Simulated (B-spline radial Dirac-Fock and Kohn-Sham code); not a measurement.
The S-like isoelectronic sequence (16 electrons), Z = 16 to 30

These are calculated numbers from a radial finite-basis atomic code; the model is multi-electron Dirac-Fock with separately optimised hole states, Breit and Lamb-shift corrections added in first order. Binding energies in eV, tabulated ground configurations ([Ne] 3s2 3p4 throughout). The model has no electron correlation.

| ion | 1s | 2s | 2p1/2 | outermost level | NIST ionisation energy |
| --- | --- | --- | --- | --- | --- |
| S | 2480.2 | 237.7 | 173.2 | 10.68 (3p) | 10.36001 |
| Cl⁺ | 2846.1 | 295.0 | 224.5 | 24.30 (3p) | 23.81364 |
| Ar²⁺ | 3240.1 | 359.9 | 283.2 | 41.37 (3p) | 40.735 ± 0.012 |
| K³⁺ | 3662.2 | 432.0 | 349.2 | 61.73 (3p) | 60.917 ± 0.019 |
| Ca⁴⁺ | 4112.3 | 511.3 | 422.3 | 85.32 (3p) | 84.34 ± 0.08 |
| Sc⁵⁺ | 4590.3 | 597.7 | 502.5 | 112.1 (3p) | 110.68 ± 0.05 |
| Ti⁶⁺ | 5096.5 | 691.3 | 589.8 | 142.0 (3p) | 140.68 ± 0.18 |
| V⁷⁺ | 5630.8 | 792.1 | 684.2 | 175.0 (3p) | 173.55 ± 0.21 |
| Cr⁸⁺ | 6193.2 | 899.9 | 785.7 | 211.2 (3p) | 209.5 ± 0.3 |
| Mn⁹⁺ | 6784.0 | 1014.9 | 894.3 | 250.4 (3p) | 248.6 ± 0.3 |
| Fe¹⁰⁺ | 7403.1 | 1137.1 | 1010.0 | 292.7 (3p) | 290.9 ± 0.4 |
| Co¹¹⁺ | ? | ? | ? | ? | ? |
| Ni¹²⁺ | 8726.7 | 1403.0 | 1262.9 | 386.7 (3p) | 384.5 ± 0.5 |
| Cu¹³⁺ | 9431.5 | 1546.8 | 1400.2 | 438.4 (3p) | 436 ± 0.6 |
| Zn¹⁴⁺ | 10165.1 | 1697.8 | 1544.6 | 493.1 (3p) | 490.6 ± 0.6 |

Question: Fill in the row of Co¹¹⁺.

Answer: 1s 8050.6, 2s 1266.4, 2p1/2 1132.9, outermost 338.2 (3p), NIST 336.1 ± 0.4 eV.

NIST's values are for the lowest levels; a dash marks a value that is missing or belongs to another shell. Their kind here: measured, semi-empirical. Where a p, d or f shell is open in either ion the computed value averages over both j values and all terms, while the table refers to the lowest levels; that difference holds spin-orbit splitting (largest in heavy or highly charged ions), term energies where several electrons share open shells, and correlation, and it can reach 10 % or more.
